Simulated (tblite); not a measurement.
Isomers of C7H11P. Computed values, GFN2-xTB/tblite, gas phase, harmonic and unscaled. The method is semi-empirical: single wavenumbers can be off by several per cent or more. Modes of hydrogen on phosphorus can be 10 to 20 % off. One conformer each.

Electronic energies: GFN2-xTB at the same geometries; isomer energies are rough at this level and their order can be wrong.

| SMILES | electronic energy, lowest = 0 (kJ/mol) |
| --- | --- |
| C=CC1=CCP(C)C1 | 33.8 |
| CCc1c[pH]cc1C | 0.0 |
| C=C(C)P1CC=CC1 | 61.0 |
| CC#CP(C)C1CC1 | 157.2 |
| C1=CCP(C2CC2)C1 | 41.3 |
| C=CP1CCC=C1C | 62.3 |

Problem. How do GFN2-xTB zero-point energies change the relative energies?

Solution. 
```tsv
SMILES	ZPE (kJ/mol)	of it from modes above 1550 cm⁻¹	electronic (kJ/mol)	with ZPE, lowest = 0 (kJ/mol)	lowest mode (cm⁻¹)	rings
CCc1c[pH]cc1C	409.6	204.5	0.0	0.0	80	1
C=CC1=CCP(C)C1	409.0	218.1	33.8	33.2	82	1
C1=CCP(C2CC2)C1	414.1	208.9	41.3	45.8	46	2
C=C(C)P1CC=CC1	410.2	218.4	61.0	61.6	36	1
C=CP1CCC=C1C	410.1	218.0	62.3	62.8	27	1
CC#CP(C)C1CC1	406.3	213.3	157.2	153.8	25	1
```

The zero-point energies span 7.8 kJ/mol, from `CC#CP(C)C1CC1` to `C1=CCP(C2CC2)C1`. The order is unchanged.

Problem. What do entropy and thermal enthalpy add at 298.15 K and 1 bar (rigid rotor, harmonic oscillator, one conformer each)?

Solution. 
```tsv
SMILES	point group	symmetry number	S (J/(mol K))	H − H(0) (kJ/mol)	ZPE + H − H(0) − TS (kJ/mol)
CCc1c[pH]cc1C	C1	1	388.7	26.67	320.4
C=CC1=CCP(C)C1	C1	1	385.2	26.37	320.5
C1=CCP(C2CC2)C1	Cs	1	379.3	24.60	325.6
C=C(C)P1CC=CC1	Cs	1	390.5	26.44	320.2
C=CP1CCC=C1C	C1	1	406.6	27.82	316.7
```

Not tabulated: `CC#CP(C)C1CC1` (lowest mode only 25 cm⁻¹).
